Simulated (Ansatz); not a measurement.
Ansatz results at the PBE0-D4/def2-TZVP geometry: LUMO energy (PBE/def2-TZVPP) -2.61 eV; HOMO–LUMO gap (B3LYP/def2-TZVPP) 4.42 eV; HOMO–LUMO gap (ωB97M-V/def2-TZVPP) 8.39 eV.

Each molecule was computed in one conformer, which needn't be the lowest.

Which molecule gave them?
A. `C[SiH2]BCl`
B. `N[CH]([SiH3])[InH2]`
C. `[OH][SnH2][SeH]`
D. `C[SiH](N)[InH2]`

D. The others give `[OH][SnH2][SeH]`: -1.72, 5.84, 10.31; `C[SiH2]BCl`: -3.06, 5.28, 9.82; `N[CH]([SiH3])[InH2]`: -2.53, 3.77, 7.81.

B3LYP here is the variant with VWN-RPA as its local correlation; programs differ in this.
